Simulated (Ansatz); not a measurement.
Basis sets compared for InF₃. The state is a singlet with charge 0. Geometry PBE0-D4/def2-TZVP. Ansatz on 4 threads of Arm Neoverse V2 on a shared host; times are rough, and most runs start from earlier orbitals.

```xyz
4

In    0.0004   -0.0002    0.0004
F    -0.0888   -0.9619   -1.6571
F    -1.2371    1.4237    0.3484
F     1.3256   -0.4617    1.3083
```

In the def2 sets In takes a core potential; there is no spin–orbit coupling.

Binding counts from free atoms (In doublet, F doublet) in the same basis, without a counterpoise term.

```tsv
level	functions	energy (Eh)	HOMO (eV)	LUMO (eV)	binding per atom (eV)	wall time
PBE-D4/def2-SVP	68	-489.2027	-8.80	-4.11	3.21	0.35 s
PBE0-D4/def2-SVP	68	-489.1938	-10.86	-3.23	2.97	0.5 s
```

(1) Estimate the rows for PBE-D4/def2-TZVP, PBE0-D4/def2-TZVP (with forces).

Answers

(1) 
```csv
level,functions,energy (Eh),HOMO (eV),LUMO (eV),binding per atom (eV),wall time
PBE-D4/def2-TZVP,143,-489.6049,-9.18,-4.36,3.27,0.65 s
PBE0-D4/def2-TZVP (with forces),143,-489.5924,-11.14,-3.42,3.06,1.1 s
```
